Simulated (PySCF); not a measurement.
A side-by-side comparison of computed properties.

First species: C5H6F4Si.
Z-matrix (Å and degrees, GFN2-xTB geometry), rows numbered from 1:
```
F 
C   1  1.3760
C   2  1.5090  1  109.36
Si  3  1.8842  2  123.90  1   -96.56
C   3  1.5472  2  118.71  1  -177.23
C   5  1.4543  3  119.99  4  -110.99
F   6  1.3558  5  116.77  3    48.59
C   6  1.3321  5  126.03  3  -135.18
F   8  1.3296  6  126.25  5  -175.32
F   8  1.3342  6  122.94  5     3.98
H   2  1.0928  1  106.36  3  -122.47
H   2  1.0979  1  106.45  3   120.52
H   3  1.0860  2  110.05  1    51.79
H   4  1.4490  3  118.00  5   -99.64
H   4  1.4474  3  117.99  5    99.52
H   5  1.0829  3  114.23  4   113.51
```

Second species: C₆H₁₄OSSi.
Numbering: `[CH3:1][CH2:2][O:3][C@@H:4]1[CH2:5][CH2:6][Si@@H:7]([SH:8])[CH2:9]1` (hydrogens: H10, H11, H12 on C1; H13, H14 on C2; H15 on C4; H16, H17 on C5; H18, H19 on C6; H20 on Si7; H21 on S8; H22, H23 on C9)

Structure used (GFN2-xTB), in Å, numbered top down from 1:
```xyz
23
C6H14OSSi angstrom
C     -2.9431   -0.0090    1.2338
C     -2.1005    0.2461   -0.0061
O     -0.7840    0.5336    0.4078
C      0.1009    0.9973   -0.5937
C      0.4722   -0.1122   -1.5842
C      1.0958   -1.2630   -0.7857
Si     1.8212   -0.3990    0.7534
S      3.9696   -0.6005    0.9137
C      1.3655    1.3450    0.1790
H     -2.5211   -0.8355    1.7986
H     -2.9487    0.8739    1.8669
H     -3.9624   -0.2529    0.9478
H     -2.1204   -0.6395   -0.6581
H     -2.5035    1.0979   -0.5758
H     -0.3435    1.8603   -1.1170
H     -0.3967   -0.4423   -2.1563
H      1.1955    0.2978   -2.2904
H      1.8196   -1.8051   -1.3924
H      0.3257   -1.9754   -0.4942
H      1.2408   -0.8127    2.0271
H      3.9692   -1.9183    1.0216
H      1.1347    2.0365    0.9836
H      2.1087    1.8038   -0.4693
```

Levels: PBE0/pcSseg-1 for HOMO energy, LUMO energy and HOMO–LUMO gap. Geometries: GFN2-xTB. Each structure is a single optimised conformer of the isolated species, non-relativistic unless stated; the electronic structure was computed with PySCF and density fitting.

The conformers computed, where there is a choice (atom-mapped SMILES and torsion angles):
- `[F:1][CH2:2][C@@H:3]1[SiH2:4][C@@H:5]1[C:6]([F:7])=[C:8]([F:9])[F:10]`: F1–C2–C3–Si4 -97°, Si4–C5–C6–F7 -28°

The conformers of `CCO[C@@H]1CC[Si@@H](S)C1` aren't listed.

Values for the first species:

- HOMO energy: -6.73 eV
- LUMO energy: -0.50 eV
- HOMO–LUMO gap: 6.23 eV

Estimate the same properties for the second species, and the change in each.

```
     property     first    second  second less first
  HOMO energy  -6.73 eV  -6.97 eV           -0.24 eV
  LUMO energy  -0.50 eV   0.96 eV           +1.46 eV
HOMO–LUMO gap   6.23 eV   7.93 eV           +1.70 eV
```

